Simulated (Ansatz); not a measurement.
Program: Ansatz. Geometries: PBE0-D4/def2-TZVP. ΔE: electronic, gas phase. CCSD(T)/CBS adds triple-zeta CCSD(T) − MP2 to the extrapolated MP2 energy (def2 sets, frozen cores). Functionals use def2-TZVPP. B3LYP here is the variant with VWN-RPA as its local correlation; programs differ in this. One conformer a species, not always the lowest.

Consider the isomerisation: `C[Si@@H]1N[C@H]1F` → `N/C=C(\F)[SiH3]`.

| level | ΔE (kJ/mol) | difference from CCSD(T)/CBS |
| --- | --- | --- |
| BLYP-D4 | 5.8 | -17.3 |
| r2SCAN-D4 | 25.5 | 2.4 |
| B97M-V | 25.2 | 2.1 |
| B3LYP-D4 | 11.4 | -11.7 |
| BHLYP-D4 | 13.9 | -9.2 |
| ωB97X-V | 27.8 | 4.7 |
| ωB97M-V | 28.3 | 5.2 |
| PBE-QIDH | 33.4 | 10.3 |
| r2SCAN | 25.6 | 2.5 |
| PBE0 | 28.8 | 5.7 |
| CAM-B3LYP | 17.5 | -5.6 |
| HF/def2-TZVPP | -1.6 | -24.7 |
| CCSD(T)/def2-TZVPP | 21.2 | -1.9 |
| SCS-MP2/def2-QZVPP | 23.9 | 0.8 |
| HF/CBS(def2) | -0.9 | -24.0 |
| MP2/CBS(def2) | 34.2 | 11.1 |
| CCSD(T)/CBS | 23.1 | 0 |

Largest T1 diagnostic among the species: 0.013.

From r2SCAN to r2SCAN0 (25 % exact exchange), in def2-TZVPP and without D4, ΔE moves by +4.3 kJ/mol. At CCSD(T), def2-SVP lies −22.9 kJ/mol from the extrapolated value and def2-TZVPP −1.9 kJ/mol. In def2-TZVPP, CCSD(T) changes the Hartree–Fock value by +22.8 kJ/mol (the triples alone add −0.0 kJ/mol) and MP2 by +33.9 kJ/mol.

CCSD(T)/CBS has its own doubt, a few kJ/mol and more with outer-core shells, so smaller differences from it don't rank the levels.
